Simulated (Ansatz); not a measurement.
Consider the ligand exchange at the Si–O bond: `C[SiH2]O[SiH2]Cl` + `N[Si](Cl)(Cl)Cl` → `Cl[SiH2]N[Si](Cl)(Cl)Cl` + `C[SiH2]O`.

Gas-phase electronic energies from Ansatz, PBE0-D4/def2-TZVP geometries. CBS: MP2 limit from def2 TZ/QZ plus the TZ coupled-cluster correction, frozen cores. This one scheme is used for every species. DFT in def2-TZVPP. B3LYP here is the variant with VWN-RPA as its local correlation; programs differ in this. One conformer a species, not always the lowest.

(1) Is it downhill or uphill in electronic energy at CCSD(T)/CBS, and by how much? (Estimate.)

(2) What do these levels give: B3LYP-D4, B2PLYP, r2SCAN, B3LYP, MP2/def2-QZVPP, SCS-MP2/def2-QZVPP? (Estimate.)

Largest T1 diagnostic among the species: 0.010.

## Answers

(1) The calculation gave: Uphill: ΔE = +57.2 kJ/mol.

(2) Ansatz gave: B3LYP-D4 59.2, B2PLYP 61.9, r2SCAN 59.9, B3LYP 64.7, MP2/def2-QZVPP 55.9, SCS-MP2/def2-QZVPP 59.5 kJ/mol.

In def2-TZVPP, CCSD(T) changes the Hartree–Fock value by −18.4 kJ/mol (the triples alone add −3.0 kJ/mol) and MP2 by −20.0 kJ/mol. The D4 term adds −5.5 kJ/mol with B3LYP and −3.2 kJ/mol with PBE0; it sums over pairs of atoms, weighted by their polarisabilities, and B3LYP, whose exchange is more repulsive, gets the larger term.
